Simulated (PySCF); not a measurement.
Species: C₃H₁₁B₂N.
Atom-mapped SMILES: `[BH2:1][NH:2][BH:3][CH:4]([CH3:5])[CH3:6]` (hydrogens: H7, H8 on B1; H9 on N2; H10 on B3; H11 on C4; H12, H13, H14 on C5; H15, H16, H17 on C6)

Jobs on this species (17 atoms, 46 electrons) with PySCF (density fitting). Hardware of each: an Arm Neoverse V2 with one thread, no GPU (shared host). The host was shared with other jobs, so the times are rough. Peak memory is the resident size of the whole Python process, interpreter and libraries included.

**Question.** Rank these jobs by wall time, shortest first.
A. PBE0/pcSseg-1; shieldings, charges and field gradients; 157 basis functions
B. delta-SCF UKS SCAN, pcX-2 on the ionised atom, pcseg-1 elsewhere, spin-free X2C; ΔSCF core ionisation, 5 holes; 170 basis functions
C. wB97X-D/def2-SVPD; 10 singlets by full TDDFT, 4 Tamm–Dancoff triplets, polarisability, ΔSCF ions; 208 basis functions

**Answer.** A (12 s), B (35 s), C (2.6 min).

All jobs:

| level and settings | work | basis functions | SCF cycles | wall time | peak memory |
| --- | --- | --- | --- | --- | --- |
| PBE0/pcSseg-1 | shieldings, charges and field gradients | 157 | 13 | 12 s | 0.92 GiB |
| PBE0/pcSseg-1, IEF-PCM chloroform | shieldings, charges and field gradients | 157 | 12 | 13 s | 0.95 GiB |
| BHandHLYP/aug-pcX-1 (pcseg-1 on H) | K-edge TDA, 36 lines | 253 | 12 | 19 s | 0.95 GiB |
| wB97X-D/def2-SVPD, IEF-PCM chloroform | 6 singlets by full TDDFT, polarisability | 208 | 12 | 22 s | 1.0 GiB |
| delta-SCF UKS SCAN, pcX-2 on the ionised atom, pcseg-1 elsewhere, spin-free X2C | ΔSCF core ionisation, 5 holes | 170 | 85 | 35 s | 0.66 GiB |
| PBE0-D3(BJ)/def2-SVP, grid level 1 | geometry optimisation from a GFN2-xTB start shaken at random | 139 | 45 | 38 s | 0.60 GiB |
| B3LYP/pcJ-1 | spin–spin couplings from 17 perturbed nuclei, spin–dipole term for 3 of them | 272 | 13 | 47 s | 1.2 GiB |
| B3LYP/pcSseg-2 | shieldings | 370 | 14 | 50 s | 1.6 GiB |
| wB97X-D/def2-SVPD | 10 singlets by full TDDFT, 4 Tamm–Dancoff triplets, polarisability, ΔSCF ions | 208 | 12 | 2.6 min | 1.1 GiB |

**Question.** What do all jobs in the table cost together?

**Answer.** About 6.5 min; the longest takes about 40 % of that, and about 13 times as long as the shortest.
